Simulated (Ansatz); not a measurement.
Ansatz (a first-principles code) input (B2GP-PLYP/def2-TZVPD):

Ansatz 0.2 input:
```yaml
crystal:
  periodic: [false, false, false]
  atoms:
    - {symbol: Se, position_ang: [0.19742117, -0.16359053, 0.58407614]}
    - {symbol: Cl, position_ang: [0.90839488, 1.43153558, -0.62899113]}
    - {symbol: Cl, position_ang: [-1.25707067, -1.14350709, -0.61827994]}
    - {symbol: H, position_ang: [-0.78483133, 0.66559362, 1.34501945]}
basis:
  gaussian:
    orbitals: def2-TZVPD
hamiltonian:
  xc: {name: B2GP-PLYP}
total_charge: 1
magnetization: {spin_polarized: false}
correlation: {electrons: outside_noble_gas}
```

End of the output:

```
integrals: 0.19 GiB planned
988 factors; integrals over basis functions are off by at most 8.7e-4 eV
mean field: 0.76 GiB planned
mean field evaluation 1: about -90369.9410 eV, gradient 2.7e1 eV
mean field evaluation 2: about -90370.1763 eV, gradient 2.8e1 eV
mean field evaluation 4: about -90372.1989 eV, gradient 2.7e0 eV
mean field evaluation 8: about -90372.2248 eV, gradient 2.1e-1 eV
mean field evaluation 16: about -90372.2252 eV, gradient 9.0e-4 eV
mean field -90372.22522824 eV, -3321.1180206433 hartree, gradient 2.7e-6 eV, S^2 0.000000; 0 other end points of the search recorded, 0 dependent functions left out
24 core orbitals not correlated
reference -90372.22534685 eV, -3321.1180250023 hartree; 10, 10 occupied and 124, 124 virtual orbitals, 988 factors
second order -16.68396973 eV of doubles, -0.00000000 eV of singles
Total energy: -90378.23157595 eV, -3321.3387498507 hartree
```

It need not be the lowest isomer of its formula.
